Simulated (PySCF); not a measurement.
Molecule: `C#C[SiH2]N([SiH3])[SiH3]`, C2H9NSi3.

Structure with atom numbers: `[CH:1]#[C:2][SiH2:3][N:4]([SiH3:5])[SiH3:6]`. Each H is labelled by its parent atom.

Geometry PBE0-D3(BJ)/def2-SVP throughout; GIAO in PySCF, gas phase, one conformer, non-relativistic; equivalent atoms averaged; functional PBE0.

Question: How do the shifts δ (against TMS, NH3 at the same level) depend on the basis set? (ppm; last column core-seconds on shared hosts with different chips, so compare them loosely)

Answer: 
```
    basis set  functions     C1    C2  Si5/Si6    Si3      N4  H(C1)  H(Si3)  H(Si5)/H(Si6)  core-s
       STO-3G         51   81.8  65.3    -42.6  -43.5  -121.4   2.49    2.28           1.99     4.8
        6-31G         84   95.5  80.2    -13.5  -16.6   -30.3   2.78    5.02           4.79     9.5
       6-31G*        114   92.1  76.5    -13.9  -25.9    -9.5   2.40    5.10           5.02      13
     def2-SVP        141   95.9  80.5    -50.3  -57.3    -2.7   2.20    4.88           4.77      15
     pcSseg-1        168  104.1  87.6    -42.3  -48.0    -2.4   2.45    4.87           4.76      16
6-311+G(2d,p)        240  101.1  86.5    -42.5  -47.8     2.6   2.40    5.22           5.04      33
    def2-TZVP        258  101.1  87.7    -43.9  -48.6     8.7   2.30    5.20           5.03      39
```

Question: Which nucleus moves most, in ppm?

Answer: N4 (nitrogen bonded to 3 Si): from -121.4 ppm with STO-3G to 8.7 ppm with def2-TZVP. The smallest spread is 0.58 ppm, at H(C1). Proton shifts span only some 12 ppm, so a few tenths of a ppm matter as much there as several ppm in carbon.

Question: Taking the largest basis, def2-TZVP (258 functions), as the yardstick, rank the others by their worst heavy-atom deviation.

Answer: 6-311+G(2d,p) 6.1 ppm (240 functions), pcSseg-1 11.1 ppm (168 functions), def2-SVP 11.4 ppm (141 functions), 6-31G* 30.1 ppm (114 functions), 6-31G 39.0 ppm (84 functions), STO-3G 130.1 ppm (51 functions).

A small basis that lands close on one nucleus may do so by chance; judge by the trend and by all nuclei.
